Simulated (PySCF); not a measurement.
B(F)(NCO)(OH) (CHBFNO2), SMILES O=C=NB(O)F.

The structure is a stationary point at B3LYP-D3(BJ)/def2-SVP. Other conformers were not sampled.

Calculation: TDDFT-CAM-B3LYP/def2-SVPD run with PySCF.

Vertical excitations. The molecule is in vacuum. State labels are in the subgroup Cs.

Computed UV-visible absorptions:
```
state  symmetry  energy (eV)  λ (nm)      f                                                                    main pairs
-----  --------  -----------  ------  -----  ----------------------------------------------------------------------------
S1           A"         6.70     185  0.000                                                              HOMO→LUMO+1 96 %
S2           A'         7.37     168  0.071                                          HOMO−1→LUMO+1 65 %, HOMO→LUMO+3 13 %
S3           A"         7.86     158  0.001  HOMO−1→LUMO+2 36 %, HOMO−1→LUMO+3 26 %, HOMO−1→LUMO+4 20 %, HOMO−1→LUMO 15 %
S4           A'         8.00     155  0.013                                              HOMO→LUMO 67 %, HOMO→LUMO+2 22 %
S5           A"         8.18     152  0.000                                          HOMO−1→LUMO 63 %, HOMO−1→LUMO+3 23 %
S6           A"         9.00     138  0.010     HOMO−1→LUMO+2 40 %, HOMO−2→LUMO 26 %, HOMO−1→LUMO+3 15 %, HOMO−1→LUMO 8 %
S7           A'         9.15     136  0.056                             HOMO→LUMO+2 53 %, HOMO→LUMO 28 %, HOMO→LUMO+3 9 %
S8           A"         9.53     130  0.001                                                            HOMO−3→LUMO+1 93 %
S9           A'         9.64     129  0.533     HOMO−2→LUMO+1 34 %, HOMO→LUMO+3 28 %, HOMO−1→LUMO+1 15 %, HOMO−3→LUMO 7 %
S10          A"         9.68     128  0.024    HOMO−2→LUMO 51 %, HOMO−1→LUMO+2 12 %, HOMO−1→LUMO+3 11 %, HOMO−1→LUMO 10 %
T1           A'         6.33     196      0                                                            HOMO−1→LUMO+1 88 %
T2           A"         6.46     192      0                                                              HOMO→LUMO+1 92 %
T3           A'         6.93     179      0                          HOMO→LUMO+3 40 %, HOMO→LUMO+4 31 %, HOMO→LUMO+2 20 %
T4           A"         7.58     164      0   HOMO−1→LUMO+3 32 %, HOMO−1→LUMO+2 31 %, HOMO−1→LUMO+4 24 %, HOMO−1→LUMO 6 %
```
Triplets are in the Tamm–Dancoff approximation, which puts them higher than full response would, so one can lie above its singlet here.
